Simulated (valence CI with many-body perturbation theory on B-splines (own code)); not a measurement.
## Pt XXX: one-electron terms

Level of theory: configuration interaction combined with many-body perturbation theory (CI+MBPT): three valence electrons over a frozen Dirac-Fock core [Kr] 4d10, a basis of 8 s, 8 p, 9 d, 9 f, 6 g, 3 h, 2 i functions for each j, with the one-electron correlation potential Σ1 (screened to all orders), the two-electron term Σ2, the three-electron term Σ3, Breit, model QED; selected single and double excitations, second order for the rest (own B-spline code, finite nucleus).

The last digits are not significant, and no measured levels were compared; by estimate large intervals hold to a few tenths of a per cent, small ones and those within an open d or f shell to about a per cent. Core correlation moves these levels by up to 51000 cm⁻¹, and in measured spectra 5 to 20 % of such shifts remained as error; rates that hang on mixing are uncertain with them. The list stops below the first excitations out of the core.

These are the spectroscopic orbitals of the CI (the correlating ones are not listed), shaped by the core and the other valence electrons. h is the expectation value of the core's Dirac-Fock operator, without the valence repulsion; Σ1 is computed up to l = 3 at one energy for each symmetry, that of its lowest orbital but kept below the first core excitation, so for empty shells it is not the orbital's own correlation shift; Breit and QED include the response of the core.

```csv
Orbital,h (hartree),Σ1 (cm⁻¹),Breit (cm⁻¹),QED (cm⁻¹),⟨r⟩ (bohr)
5s1/2,-34.123,-21493,4607,3759,0.7341
6s1/2,-21.348,-6923,2162,1770,1.176
7s1/2,-14.673,-3386,1220,1014,1.708
5p1/2,-32.26,-19626,6953,134,0.7538
6p1/2,-20.403,-6883,3504,69.2,1.201
7p1/2,-14.12,-3413,1989,40.4,1.748
5p3/2,-30.823,-16524,3862,431,0.7916
6p3/2,-19.686,-6200,1989,223,1.246
7p3/2,-13.707,-3151,1263,130,1.802
5d3/2,-27.856,-15018,2621,-221,0.8199
6d3/2,-18.14,-6112,1419,-116,1.297
7d3/2,-12.798,-3221,843,-67.9,1.875
5d5/2,-27.56,-14335,1605,-79.2,0.8299
6d5/2,-17.987,-5887,862,-40.6,1.308
7d5/2,-12.708,-3113,521,-23.5,1.889
4f5/2,-41.335,-31637,902,-649,0.4042
5f5/2,-24.081,-13494,543,-183,0.8528
4f7/2,-41.133,-30911,-897,-488,0.4075
5f7/2,-24.008,-13288,-53.9,-131,0.8559
5g7/2,-21.181,,-155,-50.6,0.8478
5g9/2,-21.17,,-322,-36.1,0.8488
```

Among the shells of the start configuration 4f3, Σ1 is largest in size for 4f5/2, where it is 0.35 % of h.

Lowest root of each symmetry, sizes in configuration state functions:

```csv
J,Parity,Roots,Reference,Variational,Second order,Change by selected CI (cm⁻¹),Change by second order (cm⁻¹)
1/2,even,3,23,4733,10548,-5488,-2
3/2,even,4,42,7961,27102,-4121,-3
5/2,even,4,55,9667,31462,-4488,-4
7/2,even,4,58,10038,40090,-3647,-3
9/2,even,4,53,9962,31399,-4118,-3
11/2,even,3,41,8296,29356,-3783,-4
13/2,even,2,30,6121,13615,-3741,-3
1/2,odd,3,30,4747,5000,-4991,-1
3/2,odd,7,56,8260,16413,-3977,-1
5/2,odd,8,70,10737,24546,-4004,-1
7/2,odd,8,72,11422,28673,-3567,-1
9/2,odd,8,62,10805,20255,-2534,-1
11/2,odd,6,46,9635,22899,-2303,-1
13/2,odd,4,27,7966,11849,-2383,-1
15/2,odd,3,16,4969,1267,-2572,-1
17/2,odd,1,6,2940,1218,-3449,-1
```
